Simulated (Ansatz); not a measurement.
Relaxation of C3H11NSi2 (17 atoms, charge 0, multiplicity 1), to a largest force component of 0.02 eV/Å in at most 40 steps.

Method: Ansatz 0.2.0, RKS BLYP-D4/STO-3G.

```xyz
17
Properties=species:S:1:pos:R:3:forces:R:3
C -1.506 -2.084 0.810 -2.42 2.37 0.73
C -1.031 -0.611 0.792 -0.58 -0.48 2.07
N 0.352 -0.552 0.404 -0.50 -4.22 1.23
C 0.691 -0.871 -0.949 -4.65 5.61 1.53
Si 1.414 0.702 0.493 1.95 3.77 -1.23
Si 0.908 2.664 -0.688 0.31 -0.11 0.14
H -0.942 -2.671 1.476 1.34 -1.32 1.35
H -2.555 -2.036 1.137 -0.35 -0.41 0.34
H -1.526 -2.466 -0.160 0.37 -1.28 -2.62
H -1.643 0.011 0.151 -1.21 0.62 -1.05
H -1.165 -0.206 1.828 0.28 0.09 -0.11
H 0.236 -0.220 -1.697 -0.54 0.05 -1.00
H 1.526 -1.300 -1.214 5.88 -3.80 -1.50
H 2.823 0.348 0.477 0.15 -0.31 0.20
H 1.227 2.461 -2.127 -0.21 0.42 0.55
H -0.533 3.006 -0.537 0.72 -0.17 -0.17
H 1.704 3.824 -0.155 -0.53 -0.82 -0.46
```

**Question.** Where does it end, and by what steps?

**Answer.** The run converged. The force dipped under the threshold on the way, but the program's further checks kept it going. Limits of this set-up: minimal basis. After 25 steps the energy has fallen by 3.239 eV; H17 moved furthest, 0.83 Å.

| step | energy less start (eV) | largest force component (eV/Å) | accepted |
| --- | --- | --- | --- |
| 0 | 0.0000 | 5.884 | yes |
| 1 | -1.6507 | 3.340 | yes |
| 2 | -2.6597 | 1.446 | yes |
| 3 | -2.8200 | 2.817 | yes |
| 4 | -3.0541 | 1.225 | yes |
| 5 | -3.1574 | 0.407 | yes |
| 6 | -3.1861 | 0.464 | yes |
| 7 | -3.1926 | 0.466 | yes |
| 8 | -3.2294 | 0.227 | yes |
| 9 | -3.2239 | 0.320 | no |
| 10 | -3.2332 | 0.135 | yes |
| 11 | -3.2359 | 0.029 | yes |
| 12 | -3.2363 | 0.019 | yes |
| 13 | -3.2365 | 0.032 | yes |
| 14 | -3.2368 | 0.022 | yes |
| 15 | -3.2370 | 0.017 | yes |
| 16 | -3.2372 | 0.039 | yes |
| 17 | -3.2373 | 0.045 | yes |
| 18 | -3.2375 | 0.045 | yes |
| 19 | -3.2378 | 0.048 | yes |
| 20 | -3.2379 | 0.075 | yes |
| 21 | -3.2381 | 0.062 | yes |
| 22 | -3.2383 | 0.036 | yes |
| 23 | -3.2381 | 0.051 | no |
| 24 | -3.2384 | 0.004 | yes |
| 25 | -3.2386 | 0.007 | yes |

```xyz
17
Properties=species:S:1:pos:R:3
C -1.660 -1.836 0.801
C -0.848 -0.493 0.810
N 0.663 -0.805 0.612
C 0.968 -0.930 -0.942
Si 1.616 0.598 -0.126
Si 0.728 2.618 -0.626
H -1.271 -2.522 1.579
H -2.734 -1.641 0.999
H -1.567 -2.334 -0.185
H -1.277 0.197 0.040
H -0.952 0.001 1.805
H 0.098 -0.877 -1.626
H 1.625 -1.790 -1.171
H 3.011 0.576 0.294
H 1.197 3.087 -1.923
H -0.724 2.544 -0.673
H 1.106 3.606 0.372
```

Run time: 110 s on 1 CPU thread of a shared host.
